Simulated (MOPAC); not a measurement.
MOPAC input (AM1):

```
AM1 FORCE THERMO(298,298) PRECISE LET GEO-OK AUX(PRECISION=9) THREADS=1
H4P2

P    -0.90515077 1   -0.41038436 1   -0.04679150 1
P     0.90515234 1    0.41029549 1    0.04753461 1
H    -1.40892118 1    0.21576393 1    1.05463647 1
H    -1.40870534 1    0.44858200 1   -0.97819698 1
H     1.41318730 1   -0.45766647 1    0.96814984 1
H     1.40440199 1   -0.20456872 1   -1.06223941 1
```

Problem. Which zero-point energy does it print?

Solution. 22.36 kcal/mol, from the harmonic wavenumbers of AM1.
